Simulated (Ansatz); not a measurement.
CBr$_{3}$, doublet, at a GFN2-xTB geometry; BLYP/3-21G (Ansatz, a program for electronic structure).

The Ansatz input:
Ansatz 0.2 input:
```yaml
crystal:
  periodic: [false, false, false]
  atoms:
    - {symbol: Br, position_ang: [-0.90210057, 1.60547864, 0.00874749]}
    - {symbol: C, position_ang: [-0.00024609, -0.00644433, 0.35123384]}
    - {symbol: Br, position_ang: [-0.93921857, -1.58329200, -0.04978510]}
    - {symbol: Br, position_ang: [1.84136133, -0.02108190, -0.01917391]}
basis:
  gaussian:
    orbitals: 3-21G.json
    fitting: {mean_field: cc-pVTZ-JKFIT}
hamiltonian:
  xc: blyp
magnetization: {spin_polarized: true, initial_magnetization: 1}
```
The basis file holds 3-21G in the JSON format of the Basis Set Exchange.

The log (banner, timings and long lists left out):

```
Functional definition: BLYP
700 factors; integrals over basis functions are off by at most 3.3e-3 eV
mean field evaluation 1: about -210157.4260 eV, gradient 1.4e1 eV
mean field evaluation 2: about -210154.4288 eV, gradient 2.6e1 eV
mean field evaluation 4: about -210158.4240 eV, gradient 3.2e-1 eV
mean field evaluation 8: about -210158.4242 eV, gradient 4.9e-3 eV
mean field -210158.42423651 eV, -7723.1796401956 hartree, gradient 6.3e-6 eV, S^2 0.751766; 0 other end points of the search recorded, 0 dependent functions left out
reference -210158.42447967 eV, -7723.1796491314 hartree; 56, 55 occupied and 22, 23 virtual orbitals, 700 factors
Total energy: -210158.42447967 eV, -7723.1796491314 hartree
```
